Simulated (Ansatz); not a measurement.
Relative stability

The two ends of one reaction step of SiNH7ClF, closed shell (PBE0-D4/def2-TZVP).

A:

```
11
angstrom
Si -1.0200 0.4871 -0.5306
Cl 0.5051 -1.4082 -1.4605
H -0.9243 0.9497 -1.9250
H -1.6790 1.6445 0.1759
H -1.8277 -0.6697 -0.1143
H 0.7167 -0.1210 1.0474
N 0.5883 0.7026 0.4322
H 0.7784 -1.9452 0.3310
F 0.8804 -1.8555 1.2969
H 0.6178 1.5618 0.9741
H 1.3645 0.6540 -0.2270
```

B:

| atom | x (Å) | y (Å) | z (Å) |
| --- | --- | --- | --- |
| Si1 | -1.2212 | 0.9549 | -0.3749 |
| Cl2 | 1.5247 | -2.4553 | -1.0461 |
| H3 | -1.3486 | 1.9458 | -1.4754 |
| H4 | -1.9310 | 1.4575 | 0.8242 |
| H5 | -1.7534 | -0.3539 | -0.8126 |
| H6 | 0.5343 | -0.5006 | 1.1152 |
| N7 | 0.4548 | 0.6929 | 0.1065 |
| H8 | 1.1621 | -2.2202 | 0.1864 |
| F9 | 0.6198 | -1.3505 | 1.6090 |
| H10 | 0.9150 | 1.5033 | 0.5037 |
| H11 | 1.0437 | 0.3262 | -0.6361 |

Ansatz 0.2.0; basis: def2-TZVPP; cores frozen in the correlated methods. B3LYP uses VWN-RPA correlation.

Which structure is lower at CCSD(T), and by how much? (An estimate is asked for; the value comes from the calculation.)

Computed: B, by 10.1 kJ/mol (electronic energy, against the other). By their contacts, A is a complex of SiNH₆ ([NH3][SiH3]) + Cl + HF and B is a complex of SiNH₅ ([NH2][SiH3]) + HCl + HF.

Do the other methods give the same order? (Judge from chemistry; the calculation decides.)

Computed: Not all: SPW92, PBE-D4, r2SCAN-D4, PBE0-D4, r2SCAN0-D4, wB97M-V, PBE-QIDH give the other order.

```csv
method,E(B) − E(A) (kJ/mol)
SPW92,17.5
PBE-D4,2.2
BLYP-D4,-7.6
r2SCAN-D4,1.9
B97M-V,-1.5
PBE0-D4,3.2
B3LYP-D4,-6.4
r2SCAN0-D4,3.1
BHLYP-D4,-4.6
CAM-B3LYP-D4,-8.2
wB97X-V,-3.2
wB97M-V,1.8
B2PLYP,-10.2
PBE-QIDH,0.7
RPA on PBE,-16.2
HF,-20.2
MP2,-6.4
CCSD,-12.4
CCSD(T),-10.1
```

No T1 diagnostic of these runs exceeds 0.010.

Labels in which every atom is bracketed show which atoms are joined, not bond orders.

For scale, one of the runs: CCSD(T)/def2-TZVPP, 244 basis functions, launched by `ansatz run in.yaml --threads 4 --pin off --events-out ev --progress --plain --max-ram 9574MiB`. Hardware: 4 CPU threads of an Arm Neoverse V2, shared host. Wall time 110 s; peak host memory 4.8 GiB.
